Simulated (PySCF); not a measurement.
F₃Ge, SMILES [F][Ge]([F])[F], multiplicity 2.

Coordinates come from a PBE0-D3(BJ)/def2-SVP optimisation. The isomer is the one that the SMILES or the coordinates give; other isomers of the formula were not compared.

Level of theory: TDA-PBE0/def2-SVPD (PySCF).

Vertical excitations. The molecule is in vacuum.

Computed UV-visible absorptions:
```
state    energy (eV)  λ (nm)      f                              main pairs
-------  -----------  ------  -----  --------------------------------------
root 1          5.01     247  0.000                        β HOMO→LUMO 99 %
root 2          5.21     238  0.000                      β HOMO−1→LUMO 98 %
root 3          5.21     238  0.000                      β HOMO−2→LUMO 98 %
root 4          5.61     221  0.011                      β HOMO−3→LUMO 94 %
root 5          5.61     221  0.011                      β HOMO−4→LUMO 94 %
root 6          6.17     201  0.024                      β HOMO−5→LUMO 95 %
root 7          7.01     177  0.000  α HOMO→LUMO+1 16 %, β HOMO−6→LUMO 81 %
root 8          7.01     177  0.000    α HOMO→LUMO 16 %, β HOMO−7→LUMO 81 %
root 9          7.28     170  0.188    α HOMO→LUMO 80 %, β HOMO−7→LUMO 14 %
root 10         7.29     170  0.188  α HOMO→LUMO+1 80 %, β HOMO−6→LUMO 14 %
```
Unrestricted roots are not spin-pure.
